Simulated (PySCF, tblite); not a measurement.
Isomers of C7H11ClOSi. Calculated harmonic vibrations of the isolated species, GFN2-xTB (tblite), most abundant isotopes, no scaling. Errors from tens to a few hundred cm⁻¹ against measured bands are possible. Modes of hydrogen on silicon can be 10 to 20 % off. One conformer each.

Electronic energies: PBE0/pcSseg-1 single points on the GFN2-xTB geometries (PySCF, gas phase).

```tsv
SMILES	electronic energy, lowest = 0 (kJ/mol)
Cl[SiH2]C1=C(OCC2CC2)C1	87.8
C[SiH2]/C=C(\Cl)C(=O)C1CC1	0.0
C=CO/C=C(\Cl)C(=C)[SiH2]C	107.0
```

How do GFN2-xTB zero-point energies change the relative energies?

```tsv
SMILES	ZPE (kJ/mol)	of it from modes above 1550 cm⁻¹	electronic (kJ/mol)	with ZPE, lowest = 0 (kJ/mol)	lowest mode (cm⁻¹)	rings
C[SiH2]/C=C(\Cl)C(=O)C1CC1	408.9	212.0	0.0	0.0	20	1
Cl[SiH2]C1=C(OCC2CC2)C1	415.8	201.8	87.8	94.7	18	2
C=CO/C=C(\Cl)C(=C)[SiH2]C	402.1	221.9	107.0	100.2	29	0
```

The zero-point energies span 13.7 kJ/mol, from `C=CO/C=C(\Cl)C(=C)[SiH2]C` to `Cl[SiH2]C1=C(OCC2CC2)C1`. The order is unchanged.

And how do the electronic energies of GFN2-xTB itself compare?

`C[SiH2]/C=C(\Cl)C(=O)C1CC1` 12.7; `Cl[SiH2]C1=C(OCC2CC2)C1` 0.0; `C=CO/C=C(\Cl)C(=C)[SiH2]C` 81.1 kJ/mol, lowest = 0. Against the energies above, taken from the same isomer `C[SiH2]/C=C(\Cl)C(=O)C1CC1`, the largest difference is 100.5 kJ/mol.
